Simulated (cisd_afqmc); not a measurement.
Input (AFQMC/CISD/cc-pVDZ; cisd_afqmc is a phaseless AFQMC code with CISD trial states that reads the integrals written by Ansatz):

Ansatz 0.2 input:
```python
import cisd_afqmc

open("ham.yaml", "w").write("""\
crystal:
  periodic: [false, false, false]
  atoms:
    - {symbol: F, position_ang: [-1.80859123, 0.87204318, -0.12027153]}
    - {symbol: C, position_ang: [-1.19277641, -0.32990127, 0.05142083]}
    - {symbol: Br, position_ang: [0.75235255, -0.11834119, 0.01472242]}
    - {symbol: H, position_ang: [-1.44634856, -0.73385834, 1.02686496]}
    - {symbol: H, position_ang: [-1.45201134, -0.99318101, -0.76823070]}
basis:
  gaussian:
    orbitals: cc-pVDZ
magnetization: {spin_polarized: false}
correlation: {method: ccsd, electrons: outside_noble_gas, hamiltonian_folder: ham}
""")
rep = cisd_afqmc.ansatz("ham.yaml")
e_ccsd = rep["correlation"]["coupled_cluster"]["energy"]["hartree"]
out = cisd_afqmc.run("ham", e_ccsd, trial="CISD", walkers=200, populations=8, threads=8, dt=0.005, steps=40, early=24, settle=10, least=48,
    target=0.0004, seconds=1500, seed=1, memory=12960, gpu=False)
```

Output:

```
orbitals 49, occupied [10], factors 318 of 663, rank of the doubles 324 of 390
E(HF) = -2710.846892
E(CCSD) on the cut factors = -2711.314959, shift to the whole factors -0.000003
Energy of the trial state on the determinant = -2711.314959
  tau behind 7.2 of longer steps, mean of the populations' last blocks
   2.0  -2711.32542
   4.0  -2711.32720
   6.0  -2711.32643
   8.0  -2711.32506
  10.0  -2711.32648
blocks 436 (0 outliers left out), error by blocks joined: 1: 0.00021, 2: 0.00025, 4: 0.00027, 8: 0.00032, 16: 0.00039
E(AFQMC/CISD) = -2711.32656 +/- 0.00039
```

The error still grows at the longest joins of blocks, or few joins were possible, so the printed bar may be too narrow.
